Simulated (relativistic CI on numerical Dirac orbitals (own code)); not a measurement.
# Forbidden lines of V9+

These numbers are calculated, not measured: Dirac-Coulomb-Breit CI, orbitals from a KLI potential per configuration, model QED, valence Slater integrals scaled by 0.9, P86 correlation estimate, and configurations built on the next ion tied to the tabulated ionisation energy (semi-empirical) (own radial code, finite nucleus).

Configurations in the expansion (outside the closed core [Ne]): 3s2 3p2, 3s2 3p 3d, 3s2 3p 4s, 3s2 3p 4p, 3s2 3p 4d, 3s2 3p 5s, 3s2 3p 4f, 3s 3p3, 3p4, 3s2 3d2, 3s 3p2 3d, 3p2 3d2, 3p3 3d, 3s 3p 3d2, 3s2 3d 4s, 3s2 3d 4p, 3p3 4s, 3p3 4p, 3s 3p 3d 4s, 3s 3p2 4s, 3s 3p 3d 4p, 3s 3p2 4p, 3p2 3d 4s, 3s2 4s2. Levels of other configurations are missing.

```csv
λ vac (nm),Lower,Upper,Type,A (s⁻¹),log gf
29.972,3s2 3p2 3P_2 [3],3s2 3p 3d 3F°_4 [18],M2,1.36e+00,-9.78
32.169,3s2 3p2 1D_2 [4],3s2 3p 3d 3F°_4 [18],M2,1.65e+01,-8.64
161.56,3s2 3p2 3P_1 [2],3s2 3p2 1S_0 [5],M1,2.21e+02,-7.06
294.96,3s2 3p2 1D_2 [4],3s2 3p2 1S_0 [5],E2,5.05e+00,-8.18
357.21,3s2 3p2 3P_1 [2],3s2 3p2 1D_2 [4],M1,1.09e+01,-6.98
438.89,3s2 3p2 3P_2 [3],3s2 3p2 1D_2 [4],M1,1.71e+01,-6.61
1919.4,3s2 3p2 3P_1 [2],3s2 3p2 3P_2 [3],M1,1.84e+00,-6.29
2071.8,3s2 3p 3d 3F°_3 [16],3s2 3p 3d 3F°_4 [18],M1,2.27e+00,-5.88
2385.1,3s2 3p2 3P_0 [1],3s2 3p2 3P_1 [2],M1,1.30e+00,-6.48
```

Terms are leading LS components. Brackets give the number of a level in order of energy, since labels repeat. The list gives strong lines, with weight on those to low levels, without configurations that were not tied to measured data, among the lowest 300 of 723 levels, so that lines to higher ones, which can be the strongest, are missing. Levels whose partners in the same complex of configurations lie outside the list can be far off, and so can their lines. Rates are taken at the computed energies, electric ones in the length gauge.

Configurations that consist of the next ion and one excited electron were tied to the tabulated ionisation energy; Rydberg ones are usually within 1,000 to 3,000 cm⁻¹ and the lowest ones within about 6,000 (9,000 in d shells), while levels on excited terms of the next ion carry the error of that term, and the other configurations can be misplaced by 10,000 cm⁻¹ or more. Rates follow the energies as ν³ (E1, M1) or ν⁵ (E2), so rates, branching and lifetimes can be off by large factors.

LS names give the leading component of a level, which can be under half, so a name can repeat, a term be missing and a line seem to break the LS rules.
